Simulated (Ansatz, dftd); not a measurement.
System: H4BSiO, charge 0, doublet. H4BSiO (SMILES O([SiH3])[BH], doublet).
B3LYP-D3(BJ)/def2-TZVP minimum from Ansatz (a program for electronic structure):
```xyz
7

B     -0.1812     0.7310     1.7361
H      0.5081     0.0191     2.4229
O     -0.3453     0.5764     0.4303
Si     0.1622    -0.4387    -0.7944
H      0.8630     0.3878    -1.7957
H     -1.0395    -1.0584    -1.3853
H      1.0665    -1.4720    -0.2432
```
Charge 0, spin multiplicity 2.

Property: atomisation energy (electronic, to ground-state atoms), in kcal/mol. Open shells are spin-unrestricted; no spin-orbit coupling. CBS(X,Y): correlation extrapolated as X^-3, Hartree-Fock from the larger set. A bracket is a step between two methods taken in the basis named. The functionals are non-relativistic, so their misses hold any scalar relativity. Double hybrids freeze cores in their MP2 part. 'core' is core correlation in cc-pwCVTZ (1s frozen past Ne), 'X2C' scalar relativity in cc-pVTZ-DK, both at CCSD(T). Where a partner has so few electrons that a lower coupled-cluster level is exact, that level stands in.

Compared with CCSD(T)/CBS(cc-pV(T+d)Z,cc-pV(Q+d)Z) + [CCSDT(Q) - CCSD(T)]/cc-pV(D+d)Z + core + X2C (Ansatz): 555.8 kcal/mol.

Rank these levels by how close they come to it, closest first: CAM-B3LYP-D3(BJ)/def2-TZVPD (Ansatz + dftd3); B2GP-PLYP/def2-TZVPD (Ansatz); B2PLYP-D3(BJ)/def2-TZVPD (Ansatz + dftd3); wB97M-V/def2-TZVPD (Ansatz).

wB97M-V/def2-TZVPD (555.8 kcal/mol, difference 0.0), B2PLYP-D3(BJ)/def2-TZVPD (552.3 kcal/mol, difference -3.5), CAM-B3LYP-D3(BJ)/def2-TZVPD (561.4 kcal/mol, difference 5.6), B2GP-PLYP/def2-TZVPD (549.3 kcal/mol, difference -6.5)
